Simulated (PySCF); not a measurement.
Compound: C₄H₁₀SSi.
SMILES with atom numbers: `[SH:1][SiH2:2][CH2:3][CH:4]1[CH2:5][CH2:6]1` (hydrogens: H7 on S1; H8, H9 on Si2; H10, H11 on C3; H12 on C4; H13, H14 on C5; H15, H16 on C6)

Geometry (GFN2-xTB, Å), atoms numbered from 1 in this order:
```
atom  x, y, z in Å
S1     3.647   -0.117   -0.534
Si2    1.830   -0.658    0.493
C3     0.466    0.575    0.016
C4    -0.834    0.247    0.707
C5    -2.141    0.589    0.059
C6    -1.706   -0.842    0.165
H7     3.472    1.195   -0.491
H8     2.096   -0.616    1.930
H9     1.557   -2.010    0.028
H10    0.312    0.561   -1.065
H11    0.764    1.596    0.275
H12   -0.784    0.338    1.785
H13   -2.119    1.055   -0.915
H14   -2.957    0.927    0.680
H15   -2.224   -1.488    0.858
H16   -1.388   -1.343   -0.737
```

Theory: PySCF 2.14.0, density-fitted response routines, TDDFT CAM-B3LYP/def2-SVPD, vertical, gas phase, core orbitals frozen in the response.

Ground-to-excited transition dipoles (e·a0, same axes as the geometry; the sign carries no meaning), for the states with f of 0.002 or more among the lowest 7:

```json
{"state": "S1", "E (eV)": "6.024", "μx": "0.138", "μy": "0.001", "μz": "0.314"}
{"state": "S2", "E (eV)": "6.412", "μx": "-0.261", "μy": "-0.006", "μz": "-0.320"}
{"state": "S3", "E (eV)": "6.888", "μx": "0.247", "μy": "-0.021", "μz": "0.060"}
{"state": "S4", "E (eV)": "7.354", "μx": "-0.156", "μy": "-0.035", "μz": "0.144"}
{"state": "S5", "E (eV)": "7.450", "μx": "0.424", "μy": "-0.075", "μz": "-0.237"}
{"state": "S6", "E (eV)": "7.564", "μx": "-0.072", "μy": "0.238", "μz": "0.016"}
{"state": "S7", "E (eV)": "7.751", "μx": "0.239", "μy": "0.189", "μz": "-0.377"}
```

Q: What oscillator strength does each state have?

A: f = (2/3) ΔE |μ|² with ΔE in hartree (27.2114 eV).

```tsv
state	|μ|² (au)	|μ| (D)	f
S1	0.118	0.87	0.017
S2	0.171	1.05	0.027
S3	0.065	0.65	0.011
S4	0.046	0.55	0.008
S5	0.242	1.25	0.044
S6	0.062	0.63	0.011
S7	0.235	1.23	0.045
```

Q: What angle do the transition dipoles of S1 and S2 make?

A: |cos θ| = |μa·μb| / (|μa| |μb|) = 0.96, so θ ≈ 16° (taken between 0 and 90°, since the signs are arbitrary).

One conformer stands for the species.

Without π bonds the low states may be Rydberg-like; a valence basis with one diffuse set may place them up to an eV too high.
